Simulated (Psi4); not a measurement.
Pair of molecules: C2H4 (SMILES C=C) (first 6 atoms) with CO2 (SMILES O=C=O); geometry from B3LYP-D3(BJ)/def2-TZVP, rigid monomers moved along the line of their centres of mass till C2···C8 is 5.99 Å.
(charge 0, multiplicity 1):
```xyz
9

C     -0.5984    -0.0927    -0.0624
C      0.7212     0.0054     0.0096
H     -1.2299     0.7838    -0.1448
H     -1.0991    -1.0532    -0.0423
H      1.3526    -0.8712     0.0908
H      1.2219     0.9659    -0.0106
O     -0.2438    -0.9641     5.9730
C     -0.2727     0.1939     5.9179
O     -0.3028     1.3527     5.8833
```

Computed with SAPT0/jun-cc-pV(D+d)Z (Psi4).

### Question
Give the four SAPT terms and the total, and say what mostly holds the pair together.

### Answer
electrostatics -0.11, exchange 0.00, induction 0.00, dispersion -0.04, total -0.15 kcal/mol; the largest attraction is electrostatics.
